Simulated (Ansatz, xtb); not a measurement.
# Relaxing a trial structure of C2H9AlSSi

The starting geometry of this gas-phase singlet was built from a drawn formula by distance geometry and a force field; its bonds are those of `[CH3][Al]([SiH3])[CH2]S`.

```yaml
atoms:
  - { symbol: C, position_ang: [0.8650, 2.0827, 0.9972] }
  - { symbol: C, position_ang: [0.8597, -1.1725, 0.0925] }
  - { symbol: Al, position_ang: [0.0201, 0.3380, 1.1193] }
  - { symbol: S, position_ang: [1.4032, -2.4859, 1.2779] }
  - { symbol: Si, position_ang: [-1.7527, -0.0476, 2.5290] }
  - { symbol: H, position_ang: [1.9307, 2.1298, 1.3227] }
  - { symbol: H, position_ang: [0.8024, 2.4772, -0.0595] }
  - { symbol: H, position_ang: [0.3412, 2.8718, 1.6096] }
  - { symbol: H, position_ang: [-1.4189, -1.1053, 3.5455] }
  - { symbol: H, position_ang: [-2.1685, 1.2169, 3.1714] }
  - { symbol: H, position_ang: [-2.8895, -0.5661, 1.7057] }
  - { symbol: H, position_ang: [1.7319, -0.8471, -0.4555] }
  - { symbol: H, position_ang: [0.1033, -1.6230, -0.5728] }
  - { symbol: H, position_ang: [0.1044, -2.8385, 1.6255] }
```

Q: Predict what becomes of its bonds when it is optimised with r2SCAN-D4/def2-SVP.

A: A new bond forms, giving a structure given below by its coordinates. Contacts that close: Al3–S4 (3.15 → 2.53 Å).

The energy falls by 0.59 eV over 30 steps:

```tsv
step	E − E(last) (eV)
1	0.591
4	0.175
7	0.052
11	0.036
14	0.028
17	0.020
20	0.011
24	0.003
27	0.000
30	0.000
```

Final geometry (Å):

```xyz
14

C     0.9546    2.0493    0.8924
C     0.7654   -1.2291    0.0510
Al    0.0586    0.3155    1.0499
S     1.6378   -1.5497    1.6902
Si   -1.9735   -0.1473    2.3443
H     1.9790    1.9525    0.4944
H     0.4050    2.7200    0.2080
H     1.0206    2.5728    1.8610
H    -2.1617   -1.6306    2.5192
H    -1.9526    0.4376    3.7267
H    -3.2308    0.3566    1.6957
H     1.5820   -1.0504   -0.6656
H     0.2129   -2.1306   -0.2459
H     0.6348   -2.2360    2.2870
```

From the same start GFN2-xTB reaches the same bonding as this run.

The end wasn't checked by frequencies. Run with Ansatz 0.2.0, 2.3 min on 2 threads of Intel(R) Xeon(R) Platinum 8488C (Sapphire Rapids) (shared host).
